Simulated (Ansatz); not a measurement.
C$_{2}$H$_{6}$Cl$_{2}$Si, charge -1, doublet, at a GFN2-xTB geometry (a state made from the parent by changing its charge; the spin is typed, not shown lowest) (a gas-phase anion, which may not be bound at this level). Base run: BLYP/def2-SVP in Ansatz (a quantum-chemistry and plane-wave program).

Input for Ansatz:
Ansatz 0.2 input:
```yaml
crystal:
  periodic: [false, false, false]
  atoms:
    - {symbol: C, position_ang: [1.42650279, -1.09765924, -0.30315678]}
    - {symbol: Si, position_ang: [0.01213736, 0.16509109, -0.03165282]}
    - {symbol: C, position_ang: [-1.56388176, -0.70217827, 0.62622317]}
    - {symbol: Cl, position_ang: [0.76305449, 0.79178801, 2.13220720]}
    - {symbol: Cl, position_ang: [-0.69452658, 0.10064806, -2.29070594]}
    - {symbol: H, position_ang: [1.11420848, -1.87858725, -0.99280464]}
    - {symbol: H, position_ang: [2.30728618, -0.62012116, -0.72403909]}
    - {symbol: H, position_ang: [1.71703127, -1.55674218, 0.63856189]}
    - {symbol: H, position_ang: [-2.37176399, 0.00847255, 0.77886613]}
    - {symbol: H, position_ang: [-1.91241609, -1.45110271, -0.08106818]}
    - {symbol: H, position_ang: [-1.36496922, -1.18558243, 1.57970349]}
basis:
  gaussian:
    orbitals: def2-SVP
hamiltonian:
  xc: blyp
total_charge: -1
magnetization: {spin_polarized: true, initial_magnetization: 1}
```

Each row names what was changed in the base input (with any setting that the change needs).

| change | ΔE vs base (kcal/mol) |
|---|---|
| base | 0.000 |
| final_grid = 14, 28, 59 | 0.002 |
| final_grid = 4, 8, 17 | -0.060 |
| point_charge = charge:1.0 position_ang:-3.1697, 3.8869, 1.1409 | -63.2 |
| nuclear_model = gaussian | 0.613 |
| fitting.mean_field = cc-pVTZ-JKFIT | -0.140 |
| lower_state_search = off | 0.000 |
| lower_state_search = light | 0.000 |
| point_charge = charge:0.5 position_ang:-4.3713, 2.1431, 2.351 | -29.46 |
| final_grid = 10, 20, 41 | 0.001 |
| final_grid = 6, 12, 29 | 0.000 |

A gas-phase anion may not be bound at this level; its values then depend on the basis.
